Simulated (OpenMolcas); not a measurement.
Cr3+: moving the ligands

Cr3+ with 6 ligands (chloride) in tetragonal octahedral coordination (D4h) at 2.38 Å, the axial distance 2.499 Å. A charge of +0.5 e stands 3.2 Å behind each ligand. Ligand basis ANO-RCC-VDZP.
```
Cr    0.0000    0.0000    0.0000
Cl    2.3800    0.0000    0.0000
Cl    0.0000    2.3800    0.0000
Cl   -2.3800    0.0000    0.0000
Cl    0.0000   -2.3800    0.0000
Cl    0.0000    0.0000    2.4990
Cl    0.0000    0.0000   -2.4990
```

```json
{
 "Program": "OpenMolcas",
 "Method": "CASSCF",
 "Basis": "ANO-RCC-VDZP [5s4p2d1f]",
 "Scalar Hamiltonian": "DKH2, point nucleus",
 "Active space": "3 electrons in 5 orbitals (3d)",
 "State averaging": "2S+1 = 4 even, 10 roots; 2S+1 = 2 even, 40 roots",
 "Spin-orbit coupling": "state interaction with AMFI integrals over the reference wave functions"
}
```

Runs around this geometry, states (labels of D4, the rotations of D4h). Energies in cm-1 above the lowest state or level, χT in cm3 K/mol.

```json
{"R (Å)": "2.23", "Axial / equatorial distance": "1.05", "Ground state": "4B1", "First state of that spin": "4E 12816", "First gap with spin-orbit (degeneracies)": "0.5 (2, 2)", "χT at 300 K": "1.837", "First state of another spin": "2A1 18498"}
{"R (Å)": "2.38", "Axial / equatorial distance": "1.05", "Ground state": "4B1", "First state of that spin": "4E 9188", "First gap with spin-orbit (degeneracies)": "0.9 (2, 2)", "χT at 300 K": "1.815", "First state of another spin": "2A1 18744"}
{"R (Å)": "2.44", "Axial / equatorial distance": "1.05", "Ground state": "4B1", "First state of that spin": "4E 8107", "First gap with spin-orbit (degeneracies)": "1.1 (2, 2)", "χT at 300 K": "1.805", "First state of another spin": "2A1 18799"}
{"R (Å)": "2.38", "Axial / equatorial distance": "1.103", "Ground state": "4B1", "First state of that spin": "4E 7652", "First gap with spin-orbit (degeneracies)": "2.2 (2, 2)", "χT at 300 K": "1.806", "First state of another spin": "2A1 18635"}
```

Taking the first state of the same spin as R^-n, n = -ln(8107 / 12816) / ln(2.44 / 2.23) = 5.1 between the shortest and longest distance.

Without dynamic correlation the repulsion within the d shell is too large (B by tens of per cent), so at a given field states of lower spin stand too high. Ligand-to-metal charge-transfer states are missing. With no ligand orbital active B as a rule stays too high, so bands that hang on it stand too high and its fall with covalency is understated. With metal d orbitals alone and no dynamic correlation the field as a rule comes out too small, by tens of per cent, by up to half for chloride and softer ligands. The least metal-like active orbital is 83 % on the metal (Löwdin) and no ligand orbital is active, so the numbers are rough (holds for R = 2.23, ratio = 1.05). No measured value stands beside these numbers; the geometry was imposed, not optimised, and the real ion may take another.
